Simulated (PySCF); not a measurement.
Input file for PySCF: R-B3LYP/6-31G* on BH3O (SMILES BO) with ghost functions, monomers drawn apart or pushed together.

```python
from pyscf import gto, scf, dft, mp
from pyscf.data.elements import chemcore

mol = gto.M(
    atom='''
    B    -0.78249207    0.03356036   -0.55957221
    O    -0.05463652    0.10726250    0.58399616
    H    -1.92537720   -0.27307727   -0.44197787
    H    -0.26913211    0.27111895   -1.61051570
    H     0.86929821    0.35718925    0.46689350
    ghost-B    0.90947784   -0.02846199    4.14150683
    ghost-O   -0.32158591   -0.28396294    3.66921348
    ghost-H    1.08742183   -0.10827376    5.31900014
    ghost-H    1.80042101    0.27170393    3.39041056
    ghost-H   -0.38501485   -0.19815443    2.70304363
    ''',
    basis='6-31g*',
    cart=True,
    charge=0, spin=0, verbose=3, max_memory=1800)
mf = dft.RKS(mol, xc='b3lyp')
mf.conv_tol = 1e-8
mf.max_cycle = 100
mf.kernel()
if not mf.converged:
    mf = mf.newton().run(mf.mo_coeff, mf.mo_occ)
```

Predict the final total energy.

-101.9079 hartree.
